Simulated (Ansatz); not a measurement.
A structure drawn as `FCCC(F)(F)F`, with this starting geometry:

```xyz
11

F    -1.2272    0.0336   -2.1146
C    -0.5632    0.5436   -0.9742
C    -0.0055   -0.6201   -0.1555
C     0.5669   -0.0966    1.1155
F     1.1117   -1.1367    1.8294
F     1.6776    0.7156    0.7949
F    -0.2480    0.6100    1.8628
H     0.2023    1.2136   -1.2729
H    -1.3173    1.1735   -0.4228
H     0.6578   -1.1750   -0.7622
H    -0.8550   -1.2616    0.0995
```

The species carries charge 0 and has multiplicity 1.

(1) Does it keep its bonds when Ansatz relaxes it at PBE-D4/def2-SVP and then PBE0-D4/def2-TZVP?

(2) Give the relaxed structure. (Best estimate.)

Atoms count as bonded under 1.1 times the sum of their covalent radii (H–H under 0.85 Å, pairs among N, O and F under 1.55 Å), and a drawn bond as lost past 1.3 times.

Results:

(1) Yes, every drawn bond is still there and no new one forms.

(2) Computed: 
Z-matrix (Å, degrees):
```
C
C 1 1.513
F 1 1.380 2 108.5
H 1 1.093 2 111.4 3 -118.9
H 1 1.093 2 111.4 3 118.9
C 2 1.504 1 112.6 3 -179.8
H 2 1.092 1 110.2 3 59.9
H 2 1.092 1 110.1 3 -59.5
F 6 1.337 2 111.3 1 -179.9
F 6 1.342 2 111.9 1 -59.9
F 6 1.342 2 111.9 1 60.1
```
All modes are real.
